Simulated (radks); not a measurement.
The mean radii <r> (bohr) of the occupied orbitals of an atom or ion are listed with their occupations. Method: Dirac Kohn-Sham, HCTH/407, spin-unpolarised, spherical densities, finite nucleus; Fermi nuclear charge, rms radius of each element as measured or else 0.836 A^(1/3) + 0.57 fm; computed with a radial shooting solver on a logarithmic mesh with Libxc functionals.

| orbital | occ. | <r> |
|---|---|---|
| 1s1/2 | 2 | 0.02002 |
| 2s1/2 | 2 | 0.08431 |
| 2p1/2 | 2 | 0.07007 |
| 2p3/2 | 4 | 0.07745 |
| 3s1/2 | 2 | 0.2205 |
| 3p1/2 | 2 | 0.2102 |
| 3p3/2 | 4 | 0.2240 |
| 3d3/2 | 4 | 0.1971 |
| 3d5/2 | 6 | 0.2014 |
| 4s1/2 | 2 | 0.4978 |
| 4p1/2 | 2 | 0.5060 |
| 4p3/2 | 4 | 0.5380 |
| 4d3/2 | 4 | 0.5646 |
| 4d5/2 | 6 | 0.5759 |
| 5s1/2 | 1 | 1.215 |
| 5p1/2 | 2 | 1.358 |
| 5p3/2 | 4 | 1.462 |
| 4f5/2 | 5.57143 | 0.7633 |
| 4f7/2 | 7.42857 | 0.7790 |
| 6s1/2 | 2 | 3.413 |
| 7s1/2 | 1 | 9.318 |

Name the element and its charge. Open shells, if any, are shared by 2j + 1.

Answer. Z = 69, thulium, charge 0: Tm in [Kr] 4d10 4f13 5s1 5p6 6s2 7s1. The 1s radius gives Z: for a bare nucleus <r> = (2 gamma + 1)/(2Z) with gamma = sqrt(1 - (Z/c)^2), 0.01977 bohr for Z = 69, and screening makes it slightly larger (0.02002 here). The occupations add up to 69, and the charge is Z minus that.
